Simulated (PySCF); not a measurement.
Molecule: SMILES CS[SiH2][SiH3] (CH8SSi2). Atoms near the plane z = 1.2 Å, at the GFN2-xTB optimised geometry (x, y, z in Å): C1 (1.6, -0.6, 0.0), S2 (-0.2, -0.6, 0.0), Si3 (-0.5, 1.6, 0.0), Si4 (0.5, 2.6, 1.8), H6 (2.0, -0.1, 0.9), H7 (2.0, -1.6, 0.0), H8 (-2.0, 1.6, 0.0), H10 (-0.2, 3.8, 2.2), H11 (1.9, 3.1, 1.4).

Calculation: PBE0/def2-TZVP run with PySCF. The values are rescaled to run from 0 to 1.

```
|:::::::::::-----:::::::::|
|::::::::::-=+*+=---::::::|
|::::::::--=*@@@@##+-:::::|
|:::::::--=*@@@@@@@@+-::::|
|:::::::-=+@@@@@@@@@*-::::|
|:::::::-=#@@@@@@@@@=-::::|
|:::::::-*@@@@@@@@%+-:::::|
|::::::-=#@@@@@@@@*=-:::::|
|::::::-=#@@@@@@@%+=--::::|
|:::::::=*@@@@@%#*+=---:::|
|:::::::-+#%%*+++*##+--:::|
|.....:::-======+@@@%=-:::|
|........::-=+==+@@@@=-:::|
|..........-+*+=+@@@%=-:::|
|........ .:+*+=+#%#=--:::|
|.......   .:----===--::::|
|......      .::------::::|
|.......     ..::-----::::|
|.......     ..:::---:::::|
|........   ...::::--:::::|
|..............:::::::::::|
|..............:::::::::::|
|..............:::::::::::|
|..............:::::::::::|
|..............:::::::::::|
```
Scale: ten equal steps from 0.000 (start of ' ') to 1.00 (end of '@'), in the order ' .:-=+*#%@'; x runs from -4.50 to 4.50, y from -4.50 (bottom) to 4.50 (top).

Question: Which quantity is mapped?
A) deformation density (molecule minus spherical neutral atoms)
B) an orbital amplitude
C) Laplacian of the electron density
D) electrostatic potential

Answer: D, electrostatic potential. In full: electrostatic potential (hartree/e), clipped to [-0.08, 0.12].
